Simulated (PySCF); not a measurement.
Sn(Cl)(Me)(OH)2 (CH5ClO2Sn), SMILES [OH][Sn]([CH3])([Cl])[OH]. Atoms are numbered in the order given.

```xyz
10

C      2.1778    -0.1650    -0.4803
Sn     0.0909     0.0737    -0.2202
O     -0.9964    -0.9810    -1.4888
O     -0.3518     1.9817    -0.4290
Cl    -0.6713    -0.6329     1.8964
H      2.3511    -0.7690    -1.3806
H      2.6304     0.8286    -0.5935
H      2.5893    -0.6728     0.4012
H     -1.6849    -1.4765    -1.0283
H     -1.3013     2.1494    -0.4038
```
Charge 0, spin multiplicity 1.

Geometry: PBE0-D3(BJ)/def2-SVP. The structure was generated by enumeration; whether it is a known compound was not checked. The def2 effective core potentials stand for the cores of Sn; spin–orbit coupling is left out. Other conformers were not sampled.

All values below come from r2SCAN/def2-TZVP in PySCF.

ESP charges are fitted to the potential on shells at 1.4 to 2.0 van der Waals radii. Atomic charges (e):

```
atom  ESP fit  Löwdin
----  -------  ------
C1      -0.59       ?
Sn2      0.90    0.41
O3      -0.64       ?
O4      -0.66       ?
Cl5     -0.31    0.00
H6       0.20       ?
H7       0.21       ?
H8       0.16       ?
H9       0.35    0.16
H10      0.38    0.16
```

**Question.** Some entries are withheld; supply them. (An estimate is asked for; the answer gives what the named calculation found.)

**Answer.** 
- C1, Löwdin: -0.49
- O3, Löwdin: -0.33
- O4, Löwdin: -0.32
- H6, Löwdin: 0.14
- H7, Löwdin: 0.14
- H8, Löwdin: 0.13
